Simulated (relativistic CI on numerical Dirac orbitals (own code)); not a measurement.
## Nb³⁺: 3d photoemission

Computed with this model: Dirac-Coulomb-Breit CI, orbitals from a KLI potential per configuration, model QED (radiative potential, 1s self-energy scaled to tabulated hydrogen-like ionisation energies), multiplet model of photoemission in the sudden approximation, unscaled Slater integrals; configurations [Kr] 4d2 → [Ar] 3d9 4s2 4p6 4d2; 300 K; Lorentzian 0.21 eV and Gaussian 0.5 eV FWHM. Energies are those of the free ion, without screening or charge transfer. The energies are binding energies and can lie tens of eV above those of solids. S is read from ⟨S²⟩ = S(S + 1).

Field parameters in Wybourne normalisation: D3d B²₀ = −7Dσ, B⁴₀ = −14Dq − 21Dτ, B⁴₃ = −14√(10/7) Dq; D4h B²₀ = −7Ds, B⁴₀ = 21(Dq − Dt), B⁴₄ = 21√(5/14) Dq; Oh B⁴₀ = 21Dq, B⁴₄ = √(5/14) B⁴₀; Td as Oh with Dq negative (B⁴₀ = 21Dq, B⁴₄ = √(5/14) B⁴₀). The field is a parameter set, without covalency.

Peaks in eV (height, largest 100): 244.4 (100), 247.2 (70).

Question: Which surroundings give this spectrum?
A. Oh, 10Dq = 36000 cm⁻¹
B. D4h, 10Dq = 29250, Ds = 1490, Dt = -530 cm⁻¹
C. D3d, 10Dq = 12050, Dσ = 60, Dτ = -160 cm⁻¹
D. free ion

Answer: B. D4h, 10Dq = 29250, Ds = 1490, Dt = -530 cm⁻¹, where the ground state has S = 1.00.
